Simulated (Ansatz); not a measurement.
Born–Oppenheimer molecular dynamics of C2H4ClFOSi (10 atoms, charge 0, multiplicity 1). It starts at the highest image of a converged band, a first-order saddle point between two minima.

Level of theory: RKS PBE-D4/def2-SVP (Ansatz).

```yaml
ensemble: NVE (velocity Verlet)
time_step: 0.5 fs
steps_asked: 200
starting_velocities_drawn_for: 300 K
seed: 10809
```

First frame:

```xyz
10
Properties=species:S:1:pos:R:3
F -1.700 -0.041 0.177
C -0.341 0.055 0.008
C 0.288 -1.297 -0.207
Cl -0.241 -2.058 -1.758
O -0.032 1.046 -0.890
Si 0.466 1.454 1.125
H 1.389 -1.190 -0.240
H 0.009 -1.978 0.619
H -0.759 2.256 1.559
H 1.004 1.704 -0.389
```

(1) How far do the bonds stretch over the last three quarters of this one trajectory? (Pairs bonded in most of those frames.)

## Answers

(1) 
```tsv
bond	mean (Å)	spread (Å)	shortest	longest
F1–C2	1.366	0.033	1.31	1.42
C2–C3	1.507	0.042	1.39	1.56
C2–O5	1.485	0.101	1.32	1.62
C2–Si6	1.988	0.074	1.87	2.13
C3–Cl4	1.851	0.068	1.72	1.94
C3–H7	1.109	0.016	1.08	1.14
C3–H8	1.112	0.022	1.07	1.15
O5–H10	1.006	0.057	0.91	1.09
Si6–H9	1.554	0.023	1.51	1.60
```

Mean temperature of the second half: 641 K. The conserved energy stayed within 0.28 meV per atom of its start (net change 0.2 meV per atom), so the integration is sound. The kinetic energy rose, since the run started high on the potential surface and went downhill. A run of 0.1 ps of so small a system gives no equilibrium averages. The orbitals stay closed-shell, which can raise the energy where a bond breaks towards radicals; this wasn't checked here.

Time of the run: 2.5 min on 2 threads of AMD EPYC 9R45 96-Core Processor (Zen 5) (shared host), peak memory 0.17 GiB.
